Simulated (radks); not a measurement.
The lead ion Pb22+, configuration [Kr] 4d10 4f13 5s1.

Calculated with a radial shooting solver on a logarithmic mesh with Libxc functionals: scalar-relativistic Kohn-Sham, LB94 model potential, spin-polarised, spherical densities, finite nucleus; open shells are filled with parallel spins first (spin-orbit coupling, left out, can overturn this in heavy ions); Fermi nuclear charge, rms radius 5.5012 fm.

Energy parts (eV):
| part | energy |
|---|---|
| kinetic | 637467.42 |
| electron-nucleus | -1371811.87 |
| Hartree | 181504.42 |
(The LB94 potential has no energy functional, so no total or exchange-correlation energy is given.)

Orbitals (lengths in bohr, moments of r in powers of bohr; <r^-3> diverges for s and p1/2; r(max) is where P^2 peaks):
orbital  occ.  eigenvalue (eV)  <r^-3>    r(max)  <1/r>      <r>
1s up       1        -88951.30       -  0.009839  101.4  0.01603
1s down     1        -88950.82       -  0.009839  101.4  0.01603
2s up       1        -16408.74       -   0.05710  23.82  0.06749
2s down     1        -16408.55       -   0.05710  23.82  0.06749
2p up       3        -14170.53   29760   0.04755  20.95  0.06130
2p down     3        -14170.39   29760   0.04755  20.95  0.06130
3s up       1        -4378.997       -    0.1610  8.831   0.1741
3s down     1        -4378.708       -    0.1610  8.832   0.1741
3p up       3        -3736.467    6912    0.1610  8.002   0.1759
3p down     3        -3736.168    6913    0.1610  8.002   0.1759
3d up       5        -3079.956   841.4    0.1311  7.516   0.1593
3d down     5        -3079.728   841.6    0.1311  7.517   0.1593
4s up       1        -1416.797       -    0.3608  3.826   0.3816
4s down     1        -1415.411       -    0.3608  3.823   0.3818
4p up       3        -1204.789    1728    0.3803  3.450   0.4055
4p down     3        -1203.607    1724    0.3804  3.447   0.4058
4d up       5        -959.0752   189.3    0.3849  3.129   0.4219
4d down     5        -958.0595   188.8    0.3851  3.126   0.4224
4f up       7        -687.6836   40.75    0.3408  2.803   0.4255
4f down     6        -686.7814   40.66    0.3410  2.800   0.4262
5s up       1        -647.3251       -    0.7391  1.847   0.7561
5s down     0        -647.5951       -    0.7391  1.849   0.7555

The highest occupied level is 5s up at -647.33 eV. The configuration is held as typed, so some empty levels lie below it. Spin moment in Bohr magnetons: 2.
